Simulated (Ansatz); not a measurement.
Pulling on the Sb1–H2 bond in stibine (SMILES [SbH3]) (multiplicity 1 held, fragments rigid). Energies count from the point at 1.714 Å.
Geometry at that point (charge 0, multiplicity 1):
| atom | x (Å) | y (Å) | z (Å) |
|---|---|---|---|
| Sb | 0.0001 | -0.0005 | 0.0536 |
| H | -0.9037 | -1.0834 | -0.9198 |
| H | -0.4976 | 1.3358 | -0.8970 |
| H | 1.3945 | -0.2254 | -0.9172 |

Restricted levels (R-, RO-) in cc, def2 and unpolarised 6-31G sets keep to the state of the molecule at rest. Unrestricted levels (U-) break spin symmetry where that is lower. Curves can end on different states.

Programs: Ansatz (Gaussian orbitals).  In def2 rows elements past Kr take small-core potentials, without spin–orbit coupling.

Task: Give the energy at R = 5.484 Å at the level U-PBE/def2-TZVPP.

Result: 68.6 kcal/mol

Task: What energy at R = 5.484 Å does U-wB97X-V/def2-TZVPP give?

Result: 70.8 kcal/mol

Task: What energy at R = 5.484 Å does R-wB97X-V/def2-TZVPP give?

Result: 141.3 kcal/mol

Doubts at one or more of the structures used: a spin-contaminated determinant (U-PBE/def2-TZVPP, U-wB97X-V/def2-TZVPP); a restricted determinant that unrestricted orbitals would lower (R-wB97X-V/def2-TZVPP).

Ansatz is a first-principles code.
